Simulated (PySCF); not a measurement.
Record of a relaxation.

C7H12BN.
Numbering: `[CH3:1][NH2+:2][BH2-:3][c:4]1[cH:5][cH:6][cH:7][cH:8][cH:9]1` (hydrogens: H10, H11, H12 on C1; H13, H14 on N2; H15, H16 on B3; H17 on C5; H18 on C6; H19 on C7; H20 on C8; H21 on C9)
Bond orders are those of one Lewis drawing.

Method: PBE0-D3(BJ)/def2-SVP geometry optimisation, gas phase (PySCF); density fitting, grid level 1; the optimiser is geomeTRIC in internal coordinates, started from a GFN2-xTB structure with every atom displaced at random (about 0.01 Å). 6 of its 7 geometries are shown. The frame can shift and turn from step to step; on so coarse a grid that alone can change the energy by a few meV, and forces under 0.02 eV/Å are noise.

Step 0: E = -9603.1662 eV, largest atomic force 2.683 eV/Å
```
atom  x, y, z in Å  |  force x, y, z in eV/Å
C1     -2.334   -0.102   -0.627   -1.256   1.317  -0.101
N2     -2.027   -0.661    0.664   -0.226   0.691   0.875
B3     -0.979    0.244    1.546    1.257  -0.741  -0.789
C4      0.431    0.219    0.688   -2.340   0.031   1.312
C5      0.864    1.322   -0.017    0.175   1.163  -0.166
C6      2.004    1.281   -0.791    0.387  -0.379  -0.163
C7      2.729    0.092   -0.899   -0.340   0.506   0.051
C8      2.297   -1.021   -0.219   -1.340   0.177   0.840
C9      1.138   -0.953    0.583    1.417  -0.372  -0.993
H10    -3.027   -0.720   -1.198   -0.100  -0.332  -0.234
H11    -2.834    0.889   -0.466    0.405  -0.584  -0.121
H12    -1.426    0.082   -1.180    0.572   0.004  -0.318
H13    -2.887   -0.774    1.218    0.372  -0.178  -0.156
H14    -1.586   -1.556    0.550    0.183  -0.834   0.065
H15    -1.453    1.315    1.660   -0.552   1.026  -0.010
H16    -0.865   -0.317    2.602   -0.056  -0.373   0.463
H17     0.324    2.270    0.070   -0.088  -0.076  -0.008
H18     2.336    2.164   -1.311    0.203   0.474  -0.324
H19     3.608    0.038   -1.507    0.699   0.028  -0.479
H20     2.809   -1.947   -0.283    0.757  -1.056  -0.159
H21     0.806   -1.843    1.094   -0.130  -0.493   0.415
```

Step 1: E = -9603.3976 eV, largest atomic force 0.310 eV/Å
```
atom  x, y, z in Å  |  force x, y, z in eV/Å
C1     -2.619   -0.283   -0.426    0.151  -0.094   0.005
N2     -2.225   -0.857    0.865    0.237  -0.189  -0.067
B3     -1.062   -0.017    1.668   -0.231   0.125   0.053
C4      0.260   -0.079    0.768    0.233  -0.015  -0.045
C5      0.731    1.027    0.041   -0.052  -0.062   0.025
C6      1.868    0.953   -0.765    0.006   0.155  -0.033
C7      2.569   -0.244   -0.880    0.089  -0.095  -0.050
C8      2.125   -1.365   -0.176    0.199  -0.156  -0.071
C9      1.001   -1.270    0.639   -0.257  -0.047   0.073
H10    -3.357   -0.907   -0.950   -0.006   0.015   0.011
H11    -3.021    0.719   -0.250   -0.097   0.104   0.017
H12    -1.712   -0.174   -1.038   -0.068  -0.034  -0.010
H13    -3.024   -0.947    1.489   -0.099   0.021   0.034
H14    -1.860   -1.808    0.733   -0.084   0.158  -0.012
H15    -1.540    1.114    1.796    0.093  -0.106  -0.015
H16    -0.961   -0.608    2.740    0.013  -0.009  -0.012
H17     0.188    1.973    0.116   -0.004   0.050   0.012
H18     2.209    1.843   -1.305   -0.007  -0.065   0.012
H19     3.462   -0.306   -1.513   -0.089   0.007   0.057
H20     2.670   -2.317   -0.254   -0.090   0.187   0.022
H21     0.679   -2.156    1.203    0.063   0.048  -0.007
```

Step 2: E = -9603.4028 eV, largest atomic force 0.102 eV/Å
```
atom  x, y, z in Å  |  force x, y, z in eV/Å
C1     -2.626   -0.279   -0.428    0.018   0.034   0.018
N2     -2.223   -0.854    0.859    0.070  -0.009   0.010
B3     -1.060   -0.018    1.666   -0.077   0.017   0.017
C4      0.269   -0.086    0.770    0.010  -0.005   0.029
C5      0.735    1.023    0.045   -0.020   0.017  -0.028
C6      1.868    0.955   -0.769   -0.045  -0.038   0.053
C7      2.566   -0.246   -0.881    0.049  -0.026  -0.025
C8      2.131   -1.366   -0.171    0.033  -0.035  -0.014
C9      1.004   -1.280    0.645   -0.036   0.093  -0.020
H10    -3.371   -0.904   -0.940   -0.015   0.006  -0.005
H11    -3.032    0.725   -0.250   -0.009  -0.025  -0.005
H12    -1.731   -0.174   -1.055   -0.007  -0.013  -0.004
H13    -3.026   -0.939    1.484   -0.001   0.006  -0.006
H14    -1.867   -1.803    0.723   -0.013   0.012  -0.007
H15    -1.524    1.113    1.795    0.025  -0.027  -0.009
H16    -0.962   -0.612    2.737   -0.001  -0.013  -0.002
H17     0.192    1.970    0.127    0.002  -0.003   0.010
H18     2.205    1.841   -1.313    0.003  -0.014  -0.002
H19     3.455   -0.308   -1.515    0.003  -0.006  -0.003
H20     2.683   -2.307   -0.245    0.000   0.015  -0.004
H21     0.695   -2.162    1.218    0.012   0.013  -0.004
```

Step 4: E = -9603.4039 eV, largest atomic force 0.049 eV/Å
```
atom  x, y, z in Å  |  force x, y, z in eV/Å
C1     -2.626   -0.270   -0.426   -0.010   0.008  -0.003
N2     -2.217   -0.855    0.855   -0.006   0.024   0.005
B3     -1.062   -0.022    1.670   -0.003   0.005  -0.009
C4      0.269   -0.080    0.775    0.031  -0.020  -0.003
C5      0.735    1.023    0.041   -0.025   0.041  -0.011
C6      1.865    0.947   -0.775   -0.011  -0.025   0.012
C7      2.566   -0.253   -0.885   -0.009   0.000   0.007
C8      2.132   -1.367   -0.166   -0.013   0.021  -0.001
C9      1.005   -1.271    0.651    0.020  -0.020   0.009
H10    -3.374   -0.892   -0.940   -0.002  -0.001   0.002
H11    -3.040    0.729   -0.237    0.005  -0.002   0.001
H12    -1.736   -0.157   -1.058    0.004  -0.002  -0.001
H13    -3.020   -0.949    1.478    0.005  -0.006   0.000
H14    -1.858   -1.801    0.707    0.008  -0.014  -0.004
H15    -1.527    1.106    1.806   -0.003   0.011   0.002
H16    -0.963   -0.624    2.736    0.001  -0.004  -0.005
H17     0.196    1.972    0.120   -0.001   0.006  -0.001
H18     2.202    1.829   -1.328   -0.002   0.004   0.001
H19     3.452   -0.319   -1.522    0.007  -0.001  -0.005
H20     2.683   -2.309   -0.234    0.006  -0.018   0.000
H21     0.701   -2.149    1.232   -0.003  -0.009   0.003
```

Step 5: E = -9603.4039 eV, largest atomic force 0.045 eV/Å
```
atom  x, y, z in Å  |  force x, y, z in eV/Å
C1     -2.622   -0.264   -0.427    0.005  -0.009  -0.003
N2     -2.216   -0.851    0.854    0.004  -0.006  -0.003
B3     -1.060   -0.022    1.671   -0.011  -0.014   0.012
C4      0.271   -0.086    0.777   -0.025   0.019   0.025
C5      0.728    1.020    0.041    0.022  -0.037  -0.014
C6      1.857    0.944   -0.776    0.002   0.011  -0.006
C7      2.561   -0.254   -0.886    0.017  -0.006  -0.013
C8      2.133   -1.369   -0.165    0.012  -0.013  -0.003
C9      1.010   -1.277    0.655   -0.008   0.033  -0.003
H10    -3.371   -0.883   -0.942    0.000   0.002   0.003
H11    -3.031    0.736   -0.238   -0.003   0.010   0.002
H12    -1.730   -0.155   -1.057   -0.005  -0.002  -0.001
H13    -3.019   -0.944    1.477   -0.007  -0.004   0.003
H14    -1.859   -1.799    0.707   -0.002   0.011  -0.002
H15    -1.522    1.108    1.804    0.008  -0.002   0.001
H16    -0.963   -0.624    2.737   -0.005  -0.005   0.001
H17     0.185    1.967    0.120    0.001  -0.005   0.004
H18     2.190    1.826   -1.331    0.003  -0.005  -0.001
H19     3.445   -0.317   -1.525   -0.004   0.000   0.003
H20     2.687   -2.310   -0.234   -0.003   0.011  -0.001
H21     0.708   -2.156    1.238    0.000   0.011  -0.003
```

Step 6: E = -9603.4042 eV, largest atomic force under 0.02 eV/Å
```
atom  x, y, z in Å  |  force x, y, z in eV/Å
C1     -2.625   -0.261   -0.425   -0.003  -0.001  -0.001
N2     -2.216   -0.852    0.854   -0.004   0.004  -0.001
B3     -1.060   -0.023    1.672    0.002  -0.003   0.001
C4      0.271   -0.084    0.778   -0.006   0.003   0.009
C5      0.730    1.019    0.039    0.000  -0.008  -0.008
C6      1.858    0.942   -0.779    0.002   0.003  -0.003
C7      2.563   -0.256   -0.887   -0.002  -0.001   0.000
C8      2.135   -1.369   -0.163    0.004  -0.007  -0.001
C9      1.011   -1.274    0.657    0.004   0.007   0.001
H10    -3.374   -0.880   -0.940   -0.001   0.001   0.002
H11    -3.035    0.738   -0.233    0.002   0.002   0.001
H12    -1.734   -0.150   -1.057   -0.001  -0.001   0.000
H13    -3.019   -0.947    1.477    0.000  -0.004   0.001
H14    -1.859   -1.798    0.703    0.003   0.003  -0.002
H15    -1.522    1.105    1.808    0.004   0.002   0.002
H16    -0.963   -0.628    2.736   -0.003  -0.003  -0.001
H17     0.187    1.966    0.116    0.001   0.000   0.001
H18     2.191    1.823   -1.336    0.000  -0.001   0.000
H19     3.447   -0.321   -1.526   -0.002  -0.001   0.001
H20     2.688   -2.310   -0.230   -0.001   0.001   0.000
H21     0.709   -2.152    1.242    0.000   0.003  -0.001
```

Q: Summarise the path.

A: The energy falls by 22.97 kJ/mol from step 0 to step 6; nine tenths of that is first reached at step 1. It rises by more than 0.2 meV at step 3. The largest force goes from 2.683 to under 0.02 eV/Å. Among the bonds B3–H15 changes most, from 1.177 to 1.227 Å; the atoms move by 0.071 Å rms after alignment.

Q: Follow the three bonds and two angles with the largest change from start to end.

A: 
```csv
step,E above end (kJ/mol),largest force (eV/Å),B3–H15 (Å),B3–C4 (Å),C4–C9 (Å),H13–N2–H14 (°),H10–C1–H11 (°)
0,22.97,2.683,1.177,1.651,1.372,109.3,107.0
1,0.64,0.310,1.234,1.600,1.409,106.0,110.5
2,0.13,0.102,1.229,1.604,1.408,106.1,110.1
3,0.23,0.143,1.226,1.606,1.406,106.2,109.8
4,0.03,0.049,1.227,1.605,1.406,106.2,109.9
5,0.03,0.045,1.227,1.605,1.407,106.2,109.9
6,0.00,under 0.02,1.227,1.605,1.406,106.2,109.9
```

What follows is the cost of the whole optimisation. The run took 3.4 min on an Arm Neoverse N1 with one thread, shared host, and the process peaked at 0.95 GiB of memory.
